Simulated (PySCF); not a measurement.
A structure optimised at r2SCAN-D4/def2-SVP, used in a PySCF frequency run:

```
Se
F 1 1.6816
F 1 1.6816 2 97.45
F 1 1.6816 2 97.45 3 -98.57
```
Charge +1, spin multiplicity 1.

Task: Write its SMILES, formula and point group.

Result: F[Se+](F)F, F₃Se, C3v

Task: What are its rotational constants (standard atomic weights)?

Result: 6.0309, 6.0309, 4.1639 GHz
